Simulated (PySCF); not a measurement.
Vertical excitations of a molecule C6H4O2 from PySCF 2.14.0 with TDA-B3LYP/def2-SVPD, as energy in eV (oscillator strength): 2.53 (0.000), 2.77 (0.000), 3.95 (0.000), 5.26 (0.367), 5.44 (0.000), 5.72 (0.000), 5.99 (0.000), 6.16 (0.000), 6.52 (0.000), 6.68 (0.000). Lowest triplet (TDA): 2.07 eV. Geometry optimised at PBE0-D3(BJ)/def2-SVP. Other conformers were not sampled.

Task: Which molecule gave these data?
A) O=C1C=CC(=O)C=C1
B) C#Cc1ccoc1O
C) C#Cc1ccc(O)o1
D) C#Cc1cocc1O

Result: A, O=C1C=CC(=O)C=C1
